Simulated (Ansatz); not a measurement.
Reactions of `[BH2][AlH][O][SiH3]`.

Program: Ansatz. Geometries: PBE0-D4/def2-TZVP. ΔE: electronic, gas phase. CCSD(T)/CBS is the MP2 limit (def2-TZVPP, def2-QZVPP) plus CCSD(T) − MP2 in def2-TZVPP, frozen cores. This one scheme is used for every species. DFT in def2-TZVPP. No spin–orbit coupling; open shells (•) take unrestricted orbitals. Each species was taken in one conformer, which may not be the lowest.

| reaction | ωB97X-V (eV) | revPBE-D4 (eV) |
| --- | --- | --- |
| `[BH2][AlH][O][SiH3]` + H₂ → `[BH2][AlH2]` + `O[SiH3]` | 1.47 | 1.41 |
| `[BH2][AlH][O][SiH3]` + `[SiH3]N[SiH3]` → `BN([SiH3])[SiH3]` + `[AlH2][O][SiH3]` | -1.61 | -1.62 |
| `[BH2][AlH][O][SiH3]` + CH₃SH → `[BH2][AlH][S]C` + `O[SiH3]` | 0.53 | 0.35 |
| `[BH2][AlH][O][SiH3]` + H₂ → `[AlH2][O][SiH3]` + BH₃ | -0.49 | -0.34 |
| `[BH2][AlH][O][SiH3]` + `NN` → `NN[SiH3]` + `[BH2][AlH][OH]` | 0.69 | 0.58 |
| `[BH2][AlH][O][SiH3]` + `FC([SiH3])S` → `BSC(F)[SiH3]` + `[AlH2][O][SiH3]` | -1.29 | -1.35 |
| `[BH2][AlH][O][SiH3]` → `[AlH2][BH]O[SiH3]` | 0.34 | 0.21 |
| `[BH2][AlH][O][SiH3]` + `C#C[SiH2]O` → `BO[SiH2]C#C` + `[AlH2][O][SiH3]` | -1.74 | -1.66 |
| `[BH2][AlH][O][SiH3]` + CH₄ → `[CH3][AlH][O][SiH3]` + BH₃ | -0.24 | -0.18 |
| `[BH2][AlH][O][SiH3]` → `[AlH][O][SiH3]`• + `[BH2]`• | 3.52 | 3.16 |

Q: Give the CCSD(T)/CBS values in the same order. (An estimate is asked.)

A: Ansatz gave: 1.53, -1.64, 0.50, -0.46, 0.71, -1.31, 0.38, -1.74, -0.25, 3.48 eV.

Largest T1 diagnostic: 0.015, for `[AlH][O][SiH3]`•.
